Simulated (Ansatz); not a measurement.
C2H4F2Si, SMILES `F[C@H]1C[Si@@H]1F`, relaxed with RKS PBE-D4/def2-SVP in the Gaussian-basis code of Ansatz from a rough embedded geometry. The force threshold is 0.03 eV/Å; the program also tests the step.

Charge 0, multiplicity 1.

Start:

```xyz
9

F     0.064    0.907    1.911
C     0.505    0.275    0.713
C    -0.257   -0.923    0.389
Si   -0.012    0.853   -0.820
F     0.726    0.250   -2.109
H     1.594    0.138    0.813
H     0.128   -1.675   -0.302
H    -1.320   -0.965    0.520
H    -1.428    1.140   -1.116
```

```csv
step,energy (eV),largest force (eV/Å),largest move (Å)
1,-15428.8155,4.734,0.000
2,-15429.3951,2.827,0.193
3,-15429.8008,1.417,0.195
4,-15430.0909,1.078,0.200
5,-15430.1237,2.125,0.196
6,-15430.2009,0.469,0.127
7,-15430.2387,0.218,0.132
8,-15430.2424,0.110,0.060
9,-15430.2461,0.121,0.043
10,-15430.2468,0.036,0.009
11,-15430.2469,0.040,0.014
12,-15430.2471,0.007,0.006
```

End:

```xyz
9

F     0.076    0.864    1.921
C     0.525    0.284    0.757
C    -0.297   -0.904    0.187
Si   -0.194    0.571   -0.943
F     0.798    0.592   -2.247
H     1.615    0.080    0.802
H     0.196   -1.887    0.094
H    -1.305   -0.984    0.640
H    -1.414    1.383   -1.211
```

It took 22 s on 2 threads of an Arm Neoverse V1 on a shared host, with 0.13 GiB of host memory at the peak.
